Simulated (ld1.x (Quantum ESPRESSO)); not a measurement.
## What the settings do to the TM potential of W (Z = 74)

Base potential:

* Element: W
* Generator: ld1.x (Quantum ESPRESSO) 7.5
* Type: norm-conserving Troullier–Martins (Kleinman–Bylander form)
* Functional: PBE
* Relativity: scalar-relativistic
* Frozen core: [Kr] 4d10 4f14
* Valence charge: 14
* Reference configuration: 5s2 5p6 5d4 6s1.75 6p0.25
* Partial waves: 5s (bound): rc 1.85 bohr; 5p (bound): rc 1.70 bohr; 5d (bound): rc 2.50 bohr
* Local potential: all-electron potential smoothed inside 2.50 bohr (lloc = -2)
* Core correction: Bessel-smoothed model core inside 1.10 bohr

Occupied shells without a wave of their own: 6p, 6s. They enter only through the test configuration that unscreens the potential, and ld1.x also counts them in the model core charge.

Cutoffs, loose and tight: the cutoffs (Ry, on a coarse ladder) from which the occupation-weighted sum of valence levels, in a spherical-Bessel basis at the reference potential, stays within 10 and 1 mRy of its value at 400 Ry. They do not see the model core or the augmentation charge, which bear on the density cutoff. Test errors are all-electron minus pseudo excitation energies from the reference, over the configurations 5s2 5p6 5d4 6s2 6p0; 5s2 5p6 5d4 6s1 6p0; 5s2 5p6 5d4 6s0 6p0; 5s2 5p6 5d5 6s0 6p0; 5s2 5p6 5d4 6s1.5 6p0; 5s2 5p6 5d4 6s0 6p2; 5s2 5p6 5d5 6s1 6p0. A dash means not determined; rows that change the core or the reference have their own tests.

With those shells counted twice in exchange and correlation these files are broken, and their errors move erratically; no question is asked of them.

| change | outcome | cutoff, loose | cutoff, tight | bound ghosts | largest test error (meV) |
| --- | --- | --- | --- | --- | --- |
| base | generated, misses its reference levels by 0.93 eV | 45 Ry | 80 Ry | none | +2071 |
| wave 5s (bound): rc 1.85 bohr becomes 5s (bound): rc 1.22 bohr | generated, misses its reference levels by 1.11 eV | 100 Ry | 180 Ry | none | +2550 |
| wave 5s (bound): rc 1.85 bohr becomes 5s (bound): rc 1.36 bohr | generated, misses its reference levels by 1.08 eV | 90 Ry | 140 Ry | none | +2481 |
| wave 5s (bound): rc 1.85 bohr becomes 5s (bound): rc 1.60 bohr | generated, misses its reference levels by 1.01 eV | 60 Ry | 90 Ry | none | +2296 |
| wave 5s (bound): rc 1.85 bohr becomes 5s (bound): rc 1.78 bohr | generated, misses its reference levels by 0.96 eV | 50 Ry | 80 Ry | none | +2152 |
| wave 5s (bound): rc 1.85 bohr becomes 5s (bound): rc 1.92 bohr | generated, misses its reference levels by 0.91 eV | 45 Ry | 80 Ry | none | +2028 |
| wave 5s (bound): rc 1.85 bohr becomes 5s (bound): rc 2.08 bohr | generated, misses its reference levels by 0.86 eV | 45 Ry | 80 Ry | none | +1894 |
| wave 5s (bound): rc 1.85 bohr becomes 5s (bound): rc 2.28 bohr | generated, misses its reference levels by 0.80 eV | 45 Ry | 80 Ry | none | +1716 |
| wave 5s (bound): rc 1.85 bohr becomes 5s (bound): rc 2.46 bohr | generated, misses its reference levels by 0.75 eV | 45 Ry | 80 Ry | none | +1604 |
| wave 5s (bound): rc 1.85 bohr becomes 5s (bound): rc 2.60 bohr | generated, misses its reference levels by 0.73 eV | 45 Ry | 80 Ry | none | +1551 |
| wave 5s (bound): rc 1.85 bohr becomes 5s (bound): rc 2.80 bohr | generated, misses its reference levels by 0.72 eV | 45 Ry | 80 Ry | none | +1520 |

Reading the sweep of the s radius (base included, trends over the rows without a ghost): The loose cutoff falls from 100 Ry at 1.22 to 45 Ry at 2.8 bohr. A larger radius leaves more room for a smooth pseudo-wave, so fewer plane waves are needed; a smaller one forces it to follow the all-electron wave where it bends sharply. The median size of the test errors (rows with all tests solved) falls from 1005.2 meV at 1.22 to 645.5 meV at 2.8 bohr. This runs against the usual rule that a larger radius transfers worse; these runs do not show why.
